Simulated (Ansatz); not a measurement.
Species: H₅Si₂O, charge 1, singlet. H5Si2O+ (parent SMILES [SiH2]O[SiH3], singlet).
B3LYP-D3(BJ)/def2-TZVP minimum from Ansatz (a program for electronic structure):
```
O
Si 1 1.5454
Si 1 1.7320 2 173.97
H 2 1.4648 1 118.44 3 -180.00
H 2 1.4656 4 122.44 1 180.00
H 3 1.4679 1 103.84 2 -120.09
H 3 1.4679 6 114.31 1 112.44
H 3 1.4683 6 114.04 7 133.72
```
Charge +1, spin multiplicity 1.

Total energies in cc-pV(D+d)Z, 18 correlated electrons, 11 frozen orbitals. Open shells are spin-unrestricted; no spin-orbit coupling. Correlated methods leave the cores frozen. No relativity. The spin of H5OSi2+ (parent SMILES [SiH2]O[SiH3], singlet) was assumed, and the state is the lowest solution found for it.

```tsv
method	program	energy (Eh)	minus CCSDT(Q) (mEh)
HF	Ansatz	-655.44267	413.99
MP2	Ansatz	-655.80486	51.79
CCSD	Ansatz	-655.84577	10.89
CCSD(T)	Ansatz	-655.85482	1.84
CCSDT(Q)	Ansatz	-655.85665	0.00
```

Rough core times of Ansatz's runs on a shared machine: CCSD(T) under 20 s, CCSDT(Q) 4 min.
